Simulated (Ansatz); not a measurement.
A structure relaxed at PBE0-D4/def2-TZVP, charge 0, multiplicity 1:

Cartesian coordinates in Å:
```
C -1.770 -1.393 -0.283
C -1.792 -0.103 0.044
Si -0.287 0.859 0.503
O -0.296 1.386 2.054
O -0.243 2.199 -0.426
O 1.022 -0.092 0.295
Si 2.127 -0.638 -0.779
H -2.672 -1.941 -0.541
H -0.844 -1.960 -0.308
H -2.753 0.408 0.052
H -0.086 0.748 2.738
H 0.188 2.971 -0.055
H 1.812 -0.166 -2.151
H 2.118 -2.124 -0.756
H 3.476 -0.155 -0.388
```

Task: Give its formula and SMILES.

Result: C2H8O3Si2, `C=C[Si](O)(O)O[SiH3]`.

Task: Point group (tolerance 0.08 Å, 0.16 Å for H)?

Result: C1.

Task: Summarise the bond lengths by kind.

Result: 1 × C–C 1.330 Å; 3 × C–H 1.086 to 1.089 Å; 1 × C–Si 1.844 Å; 4 × O–Si 1.631 to 1.638 Å; 2 × H–O 0.958 to 0.959 Å; 3 × H–Si 1.485 to 1.486 Å.

All numbers were calculated with Ansatz.
